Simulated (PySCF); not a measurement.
# One molecule, several mistakes: B2FH4Si

Calculated results; nothing here was measured. The program is PySCF 2.14.0, an open-source quantum chemistry code, run on an isolated molecule that a program drew, which may never have been made. The molecule is B2FH4Si (charge 0, doublet), drawn as the SMILES string `[BH]B[SiH2]F`.

Each row is a Hartree-Fock (HF) and frozen-core CCSD(T) single point in the cc-pV(D+d)Z basis, meant for a local HF minimum. Run 1 is clean. Each other run has one planted mistake out of seven kinds, and not every kind appears here: one electron removed, one electron added, multiplicity raised by two, geometry at a saddle point, minimal basis STO-3G, one bond length entered in bohr, all coordinates scaled. The reference is restricted for singlets and unrestricted otherwise, and also for a bond in bohr. Adding or removing an electron swaps singlet and doublet. Electrons count all cores. HOMO and LUMO are orbital energies over both spins, the gradient is its largest component, and the lowest frequency (negative if imaginary) is given only where the gradient is small. Bond lengths are over the 7 bonds as drawn. T1 is the CCSD diagnostic: over 0.02 (restricted) or 0.045 (unrestricted) a single reference is doubtful.

Geometry of the clean run:
```xyz
8
B2FH4Si, angstrom
B    -0.6737   -1.4061    2.0787
B     0.5479   -0.7946    1.2833
Si    0.5331    1.1946    0.9331
F    -0.8165    1.8507    1.5727
H    -1.6085   -1.8130    2.6764
H     1.4628   -1.4651    0.8908
H     0.5113    1.5154   -0.5104
H     1.6761    1.8894    1.5639
```

```
run  electrons  basis functions  <S^2>  HOMO (eV)  LUMO (eV)  gradient (hartree/bohr)  lowest frequency (cm^-1)  mean bond (Å)  longest bond (Å)      T1  HF (hartree)  CCSD(T) (hartree)                          mistake
  1         37               85  0.757      -9.11       0.66                  2.0e-05                        96         1.5102             2.020  0.0176    -440.05121         -440.53561                         no fault
  2         37               85  1.259      -8.10       0.98                  2.1e-02                         -         1.7112             2.987  0.0690    -439.89851         -440.36651  one bond length entered in bohr
  3         37               85  3.769      -7.20      -1.98                  5.3e-02                         -         1.5102             2.020  0.0216    -439.91058         -440.38888                                ?
  4         38               85  0.000      -1.17       7.54                  4.7e-02                         -         1.5102             2.020  0.0173    -440.05784         -440.58480                                ?
```

**Which mistake was planted in run 3, and what did it cost?**

Electrons, basis and geometry are unchanged, and <S^2> is 3.769, beside S(S+1) = 3.75 for a multiplicity of 4. So the mistake is: multiplicity raised by two. Subtracting run 1 and multiplying by 627.51 kcal/mol a hartree, the energy moved by 88.2 kcal/mol in HF and 92.1 kcal/mol in CCSD(T).

**Which mistake was planted in run 4, and what did it cost?**

It counts 38 electrons, one more than the clean run, at the same geometry and basis. So the mistake is: one electron added. Subtracting run 1 and multiplying by 627.51 kcal/mol a hartree, the energy moved by -4.2 kcal/mol in HF and -30.9 kcal/mol in CCSD(T).

Cautions from the logs. Run 2: T1 is over the limit, so its CCSD(T) energy is less reliable.
